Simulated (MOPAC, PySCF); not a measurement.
Potential energy curve for BH, singlet. Each curve is given relative to its own lowest point near equilibrium.

| R / Å | A | B | C |
|---|---|---|---|
| 0.98 | 38.5 | 22.7 | 35.8 |
| 1.05 | 17.9 | 9.7 | 14.5 |
| 1.12 | 6.3 | 2.5 | 3.4 |
| 1.16 | 2.6 | 0.6 | 0.6 |
| 1.21 | 0.4 | 0.0 | 0.0 |
| 1.24 | 0.0 | 0.5 | 0.9 |
| 1.29 | 0.7 | 2.6 | 4.4 |
| 1.32 | 1.8 | 4.5 | 7.3 |
| 1.36 | 3.9 | 7.6 | 12.2 |
| 1.46 | 11.2 | 18.0 | 28.2 |
| 1.54 | 18.7 | 28.1 | 43.7 |
| 1.65 | 30.0 | 43.6 | 67.6 |
| 1.89 | 56.0 | 79.3 | 112.8 |
| 2.06 | 73.9 | 103.3 | 128.1 |
| 2.24 | 91.2 | 126.4 | 136.9 |
| 2.49 | 107.8 | 153.5 | 143.2 |
| 2.73 | 117.5 | 174.3 | 146.0 |
| 3.01 | 124.3 | 193.1 | 147.6 |
| 3.31 | 128.6 | 208.1 | 148.3 |
| 3.79 | 132.0 | 224.4 | 148.6 |
| 4.37 | 133.1 | 236.9 | 148.7 |
| 5.03 | 133.4 | 246.1 | 148.7 |

Energies in mEh.

Problem. Which curve belongs to which method? The methods are PM7, restricted, heats of formation (MOPAC); unrestricted Hartree-Fock/STO-3G run with PySCF; unrestricted B3LYP/6-31G*, spherical d (PySCF 2.14.0).

Solution. A is UKS-B3LYP/6-31G*; B is PM7; C is UHF/STO-3G.

The unrestricted determinant behind UHF/STO-3G is spin-contaminated at 0.98 to 5.03 Å (<S²> up to 1.0, against 0.00 for a pure singlet). The unrestricted determinant behind UKS-B3LYP/6-31G* is spin-contaminated at 0.98 to 1.36, 2.24 to 5.03 Å (<S²> up to 1.0, against 0.00 for a pure singlet). The restricted form behind PM7 keeps the bonding electrons paired and can't separate into open-shell fragments.
